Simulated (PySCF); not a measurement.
H₂MoO₄, SMILES [O]=[Mo](=[O])([OH])[OH], multiplicity 1.

Coordinates come from a PBE-D3(BJ)/def2-SVP optimisation. The geometry has at least one imaginary mode, so it is a saddle point at that level. The spin state was assumed, not searched. The isomer is the one that the SMILES or the coordinates give; other isomers of the formula were not compared. The def2 effective core potentials stand for the cores of Mo; spin–orbit coupling is left out. The values are those of a single conformer.

All values below come from PySCF with M06-2X/def2-TZVP.

Gas-phase values at a fixed geometry.

```yaml
total_energy: -370.34988 hartree
point_group: C2v
highest_occupied_level: -10.73 eV
lowest_empty_level: -1.81 eV
orbital_gap: 8.92 eV
dipole_moment: 1.30 D
quadrupole, principal values (traceless, Buckingham form, about the centre of nuclear charge): -10.53, -8.92, 19.45 D·Å
mean_static_polarisability: 48.7 bohr³ (7.21 Å³)
polarisability_principal_values: 47.5, 48.1, 50.4 bohr³
```
